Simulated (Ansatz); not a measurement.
Isolated molecules relaxed with PBE0-D4/def2-TZVP in Ansatz; ΔE leaves out vibrations. CBS: MP2 limit from def2 TZ/QZ plus the TZ coupled-cluster correction, frozen cores. This one scheme is used for every species. Functionals use def2-TZVPP. B3LYP here is the variant with VWN-RPA as its local correlation; programs differ in this. Each species was taken in one conformer, which may not be the lowest.

Consider the substitution at a C–Si bond: `[SiH3][CH2][AlH][SiH3]` + H–F → `F[CH2][AlH][SiH3]` + SiH₄.

`[SiH3][CH2][AlH][SiH3]`:

```xyz
13

Si    0.108   -1.575   -2.034
C     0.675   -0.418   -0.688
Al   -0.746    0.224    0.496
Si   -0.166    1.790    2.300
H     1.219   -2.036   -2.913
H    -0.530   -2.780   -1.436
H    -0.903   -0.901   -2.895
H     1.436   -0.911   -0.069
H     1.174    0.454   -1.129
H    -2.241   -0.273    0.276
H    -1.325    2.204    3.140
H     0.446    3.032    1.741
H     0.853    1.189    3.210
```

H–F:

```xyz
2

F     0.162    0.139   -0.408
H    -0.162   -0.139    0.408
```

`F[CH2][AlH][SiH3]`:

Z-matrix (Å, degrees):
```
C
Al 1 1.984
F 1 1.400 2 111.4
H 1 1.098 2 112.0 3 120.7
H 1 1.098 2 112.0 3 -120.7
Si 2 2.454 1 118.8 3 0.0
H 2 1.592 1 116.8 3 -180.0
H 6 1.491 2 110.5 1 59.2
H 6 1.490 2 112.8 1 179.8
H 6 1.491 2 110.5 1 -59.6
```

SiH₄:

Z-matrix (Å, degrees):
```
Si
H 1 1.485
H 1 1.485 2 109.5
H 1 1.485 2 109.5 3 -120.0
H 1 1.485 2 109.5 3 120.0
```

Task: Is it downhill or uphill in electronic energy at CCSD(T)/CBS, and by how much? (Estimate.)

Result: Ansatz gave: Uphill: ΔE = +1.35 eV.

Task: What do these levels give: PBE-D4, PBE0-D4, B3LYP-D4, ωB97M-V, B2PLYP, PBE, r2SCAN, HF/def2-TZVPP, HF/def2-QZVPP, MP2/def2-QZVPP, MP2/CBS(def2), CCSD/CBS(def2)? (Best estimate.)

Result: Ansatz gave: PBE-D4 1.19, PBE0-D4 1.27, B3LYP-D4 1.13, ωB97M-V 1.21, B2PLYP 1.17, PBE 1.13, r2SCAN 1.21, HF/def2-TZVPP 1.01, HF/def2-QZVPP 1.02, MP2/def2-QZVPP 1.47, MP2/CBS(def2) 1.49, CCSD/CBS(def2) 1.32 eV.

Largest T1 diagnostic among the species: 0.012.

In def2-TZVPP, CCSD(T) changes the Hartree–Fock value by +0.28 eV (the triples alone add +0.03 eV) and MP2 by +0.43 eV. The D4 term adds +0.10 eV with B3LYP and +0.05 eV with PBE0; it sums over pairs of atoms, weighted by their polarisabilities, and B3LYP, whose exchange is more repulsive, gets the larger term.
